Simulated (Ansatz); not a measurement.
`CSB(F)F` + H₂S → `FB(F)S` + CH₃SH at 500 K and 1 bar (ligand exchange at a B–S bond).

Calculated with Ansatz (gas phase, PBE0-D4/def2-TZVP geometries, no zero-point term in ΔE). CCSD(T)/CBS adds triple-zeta CCSD(T) − MP2 to the extrapolated MP2 energy (def2 sets, frozen cores). This one scheme is used for every species. Each species was taken in one conformer, which may not be the lowest.

```
  species  CCSD(T)/CBS energy (Eh)  H − E (kJ/mol)  S (J/(mol·K))
`CSB(F)F`               -662.16308           167.4          382.8
      H₂S               -398.97279            57.0          224.0
 `FB(F)S`               -622.90532            79.8          325.4
    CH₃SH               -438.22835           145.1          283.7
```

H − E and S are ideal-gas, rigid-rotor, harmonic terms from PBE0-D4/def2-TZVP, for one conformer and one mirror image of each species. 1 Eh = 2625.50 kJ/mol, R = 8.31446 J/(mol·K).

Problem. By hand: ΔE, ΔH, ΔS and ΔG.

Solution. ΔE = (-622.90532) + (-438.22835) − (-662.16308) − (-398.97279) = 0.00220 Eh = 5.8 kJ/mol. Δ(H − E) = 79.8 + 145.1 − 167.4 − 57.0 = 0.5, so ΔH = 6.3 kJ/mol. ΔS = 325.4 + 283.7 − 382.8 − 224.0 = 2.3 J/(mol·K). ΔG = 6.3 − 500 × (2.3)/1000 = 5.2 kJ/mol.

Problem. By hand: the equilibrium constant, and the temperature at which ΔG would vanish if ΔH and ΔS stayed fixed.

Solution. log₁₀ K = −ΔG/(RT ln 10) = -0.5. ΔG = 0 at ΔH/ΔS = 2739 K, far beyond where these terms or the molecules hold.

The number of gas molecules stays the same, so ΔS is small and ΔH decides. The sign of ΔG lies within the doubt. A doubt of 5 kJ/mol in ΔE shifts log₁₀ K by 0.5 here. Other conformers and mirror images would add mixing entropy, several J/(mol·K) or more a flexible species. These are equilibria of isolated gas molecules and say nothing of rates. Largest T1 diagnostic: 0.013 (customary marks: 0.02 for closed shells, 0.045 for open ones).
